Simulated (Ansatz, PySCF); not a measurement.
Species: C$_{2}$H$_{5}$Cl$_{2}$Si, net charge 0, doublet state. It need not be the lowest isomer of its formula. 
Structure (B3LYP-D3(BJ)/def2-TZVP (Ansatz, a quantum-chemistry and plane-wave program) minimum search):
```
Si
C 1 1.8263
H 2 1.0834 1 122.24
H 2 1.0841 3 115.49 1 179.86
C 1 1.8525 2 113.67 3 -179.14
H 5 1.0902 1 110.54 2 -179.93
H 5 1.0916 6 108.50 1 121.01
H 5 1.0917 6 108.48 7 118.01
Cl 1 2.0699 2 108.78 3 -57.15
Cl 1 2.0701 2 108.81 3 58.93
```
Charge 0, spin multiplicity 2.

Property: atomisation energy (electronic, to ground-state atoms), in kcal/mol. Cores are frozen in the correlated levels unless marked. UHF or UKS for open shells. No spin-orbit coupling. Non-relativistic. The coupled-cluster limit lacks core correlation, which all-electron functionals hold. CBS(X,Y): correlation extrapolated as X^-3; Hartree-Fock from the larger set. [CCSD(T)-MP2]/basis is that difference in the basis named.

| level | program | atomisation energy (kcal/mol) | minus last row |
|---|---|---|---|
| HF/def2-TZVPD | PySCF | 660.6 | -202.0 |
| PBE-D3(BJ)/def2-TZVPD | Ansatz + dftd3 | 873.9 | 11.3 |
| r2SCAN-D3(BJ)/def2-TZVPD | Ansatz + dftd3 | 870.7 | 8.1 |
| B3LYP-D3(BJ)/def2-TZVPD | Ansatz + dftd3 | 859.2 | -3.4 |
| B3LYP-D4/def2-TZVPD | Ansatz + dftd4 | 857.9 | -4.7 |
| B3LYP/def2-TZVPD | Ansatz | 847.1 | -15.5 |
| BHLYP-D4/def2-TZVPD | Ansatz + dftd4 | 843.7 | -18.9 |
| r2SCANh-D4/def2-TZVPD | Ansatz + dftd4 | 867.0 | 4.4 |
| M06-2X/def2-TZVPD | PySCF | 861.9 | -0.7 |
| B2GP-PLYP-D4/def2-TZVPD | Ansatz + dftd4 | 850.6 | -12.0 |
| PBE-QIDH/def2-TZVPD | Ansatz | 860.1 | -2.5 |
| RI-MP2/cc-pV(T+d)Z | Ansatz | 852.0 | -10.6 |
| CCSD(T)/STO-3G | Ansatz | 895.4 | 32.8 |
| CCSD(T)/6-31G | Ansatz | 690.7 | -171.9 |
| RI-MP2/CBS(cc-pV(T+d)Z,cc-pV(Q+d)Z)+[CCSD(T)-MP2]/cc-pV(T+d)Z | Ansatz | 862.6 | 0.0 |
